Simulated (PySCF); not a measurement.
## Zn²⁺ (zinc, charge +2) across methods

[Ar] 3d10, closed-shell 1S. Calculation: PySCF 2.14, in aug-cc-pVTZ-PP with one added diffuse shell each of s, p, d, f, g type with ECP10MDF (7s7p6d4f3g, 113 functions); scalar relativity through the core potential.

```
 method  E (hartree)  mean ε 3s (eV)  mean ε 3p (eV)  mean ε 3d (eV)  Σ⟨r²⟩ (bohr²)   ⟨S²⟩
    M06    -226.1589         -158.94         -110.93         -33.913          14.55  0.000
   PBE0    -226.0492         -158.13         -110.26         -33.802          14.61  0.000
 r2SCAN    -225.9730         -155.53         -107.52         -31.027          14.66  0.000
LC-wPBE    -226.1365         -156.48         -110.06         -36.325          14.72  0.000
    UHF   -225.05739         -180.09         -127.79         -41.438          14.28  0.000
wB97X-V    -226.0629         -159.26         -111.87         -36.248          14.64  0.000
    PBE    -226.0862         -150.52         -104.13         -30.957          14.79  0.000
```

(1) Estimate the same row for LDA.

Energies and moments cover only the electrons outside the core potential.

## Answers

(1) E (hartree) = -225.6751; mean ε 3s (eV) = -150.55; mean ε 3p (eV) = -104.23; mean ε 3d (eV) = -31.296; Σ⟨r²⟩ (bohr²) = 14.84; ⟨S²⟩ = 0.000.
